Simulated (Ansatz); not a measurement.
Reaction (redistribution): `CC[SiH](F)[AlH2]` + `BBr` → `CC[SiH](F)Br` + `[BH2][AlH2]`

Computed with Ansatz on PBE0-D4/def2-TZVP structures; ΔE is electronic, products minus reactants. CCSD(T)/CBS is the MP2 limit (def2-TZVPP, def2-QZVPP) plus CCSD(T) − MP2 in def2-TZVPP, frozen cores. This one scheme is used for every species. Functionals use def2-TZVPP. B3LYP here is the variant with VWN-RPA as its local correlation; programs differ in this. For Br outer-core shells are correlated without core-valence functions, which leaves a few kJ/mol of doubt a bond. Scalar relativity is left out up to krypton. Each species was taken in one conformer, which may not be the lowest.

```tsv
level	ΔE (kJ/mol)
ωB97X-V	-2.3
B3LYP	2.7
```

What does CCSD(T)/CBS give? (Best estimate.)

Computed: -0.7 kJ/mol. The listed levels differ from it by -1.6, 3.4 kJ/mol.

Largest T1 diagnostic among the species: 0.011.

From PBE to PBE0 (25 % exact exchange), in def2-TZVPP and without D4, ΔE moves by −5.9 kJ/mol. In def2-TZVPP, CCSD(T) changes the Hartree–Fock value by +13.3 kJ/mol (the triples alone add +2.9 kJ/mol) and MP2 by +11.2 kJ/mol.
